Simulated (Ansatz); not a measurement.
Program: Ansatz. Geometries: PBE0-D4/def2-TZVP. ΔE: electronic, gas phase. CCSD(T)/CBS adds triple-zeta CCSD(T) − MP2 to the extrapolated MP2 energy (def2 sets, frozen cores). Functionals use def2-TZVPP. def2 core potentials past Kr. For Sn outer-core shells are correlated without core-valence functions, which leaves a few kJ/mol of doubt a bond.

Reaction (redistribution): `C[Si](Cl)(Cl)Cl` + `[CH3][Sn]([F])([F])[C]#N` → `N#C[Si](Cl)(Cl)Cl` + `[CH3][Sn]([CH3])([F])[F]`

`C[Si](Cl)(Cl)Cl`:

Z-matrix (Å, degrees):
```
C
Si 1 1.841
H 1 1.092 2 110.0
H 1 1.092 2 110.0 3 120.0
H 1 1.092 2 110.0 3 -120.0
Cl 2 2.039 1 110.7 3 180.0
Cl 2 2.039 1 110.7 3 -60.0
Cl 2 2.039 1 110.6 3 60.0
```

`[CH3][Sn]([F])([F])[C]#N`:

Cartesian coordinates in Å:
```
C -0.020 -1.498 -0.229
Sn -0.033 0.468 0.513
F -1.617 0.833 1.498
F 1.367 0.752 1.766
C 0.132 2.055 -0.847
N 0.227 2.871 -1.655
H 0.912 -1.670 -0.764
H -0.869 -1.630 -0.899
H -0.100 -2.181 0.617
```

`N#C[Si](Cl)(Cl)Cl`:

Cartesian coordinates in Å:
```
N -1.475 2.010 -0.045
C -0.794 1.082 -0.024
Si 0.290 -0.396 0.009
Cl -0.506 -1.781 -1.217
Cl 0.365 -1.072 1.905
Cl 2.120 0.158 -0.627
```

`[CH3][Sn]([CH3])([F])[F]`:

Cartesian coordinates in Å:
```
C 1.110 1.550 0.320
Sn 0.373 -0.402 -0.020
C -1.644 -0.975 -0.292
F 1.331 -1.077 -1.543
F 1.047 -1.485 1.419
H 0.852 2.197 -0.519
H 0.687 1.953 1.240
H 2.194 1.486 0.412
H -1.666 -2.054 -0.440
H -2.057 -0.477 -1.168
H -2.227 -0.715 0.591
```

```csv
level,ΔE (eV)
LDA (SPW92),0.02
revPBE-D4,0.04
BLYP-D4,0.02
PBE0-D4,0.08
r2SCANh-D4,0.07
ωB97X-V,0.12
HF/def2-SVP,0.16
HF/CBS(def2),0.20
```

Problem. What does CCSD(T)/CBS give? (Best estimate.)

Solution. Ansatz gave: +0.07 eV. The listed levels differ from it by -0.05, -0.03, -0.05, 0.01, 0.00, 0.05, 0.09, 0.13 eV.

Problem. What do rigid-rotor, harmonic-oscillator terms from PBE0-D4/def2-TZVP frequencies (298.15 K, 1 bar) make of the CCSD(T)/CBS value? (Estimate.)

Solution. Computed: ΔZPE = -0.01 eV, ΔH = +0.07 eV, ΔS = 2 J/(mol·K), ΔG = +0.06 eV. Modes under 50 cm⁻¹ make the entropy rough.

Largest T1 diagnostic among the species: 0.014.

From PBE to PBE0 (25 % exact exchange), in def2-TZVPP and without D4, ΔE moves by +0.04 eV. In def2-TZVPP, CCSD(T) changes the Hartree–Fock value by −0.10 eV (the triples alone add −0.01 eV) and MP2 by −0.14 eV.
